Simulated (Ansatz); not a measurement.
Reaction (ligand exchange at the Si–O bond): `O[SiH2][SiH](O)Cl` + H₂S → `O[SiH2][SiH](S)Cl` + H₂O

Calculated with Ansatz (gas phase, PBE0-D4/def2-TZVP geometries, no zero-point term in ΔE). CCSD(T)/CBS adds triple-zeta CCSD(T) − MP2 to the extrapolated MP2 energy (def2 sets, frozen cores). This one scheme is used for every species. DFT in def2-TZVPP. One conformer a species, not always the lowest.

`O[SiH2][SiH](O)Cl`:

Cartesian coordinates in Å:
```
O 1.358 -0.341 -1.617
Si -0.190 -0.726 -1.196
Si -0.620 0.361 0.841
O 0.897 0.457 1.481
Cl -1.390 2.256 0.557
H 1.948 -0.141 -0.887
H -0.369 -2.195 -1.016
H -1.093 -0.271 -2.281
H -1.559 -0.291 1.790
H 1.017 0.891 2.328
```

H₂S:

Z-matrix (Å, degrees):
```
S
H 1 1.341
H 1 1.341 2 92.3
```

`O[SiH2][SiH](S)Cl`:

Z-matrix (Å, degrees):
```
Si
Si 1 2.342
O 1 1.653 2 106.8
H 1 1.482 2 112.0 3 -115.9
H 1 1.490 2 109.7 3 121.8
Cl 2 2.080 1 103.5 3 -55.8
S 2 2.127 1 111.1 3 64.4
H 2 1.482 1 118.4 3 -174.0
H 3 0.960 1 116.5 2 58.4
H 7 1.345 2 94.1 1 -37.5
```

H₂O:

Cartesian coordinates in Å:
```
O -0.110 0.187 -0.323
H -0.449 0.310 0.566
H 0.559 -0.496 -0.242
```

| level | ΔE (kJ/mol) |
| --- | --- |
| PBE | 23.4 |
| r2SCAN | 30.4 |

Task: What does CCSD(T)/CBS give? (An estimate is asked.)

Result: Ansatz gave: +28.1 kJ/mol. The listed levels differ from it by -4.7, 2.3 kJ/mol.

Largest T1 diagnostic among the species: 0.012.

The D4 term adds −7.7 kJ/mol with B3LYP and −4.3 kJ/mol with PBE0; it sums over pairs of atoms, weighted by their polarisabilities, and B3LYP, whose exchange is more repulsive, gets the larger term. In def2-TZVPP, CCSD(T) changes the Hartree–Fock value by −18.1 kJ/mol (the triples alone add −3.8 kJ/mol) and MP2 by −22.8 kJ/mol.

B3LYP here is the variant with VWN-RPA as its local correlation; programs differ in this.
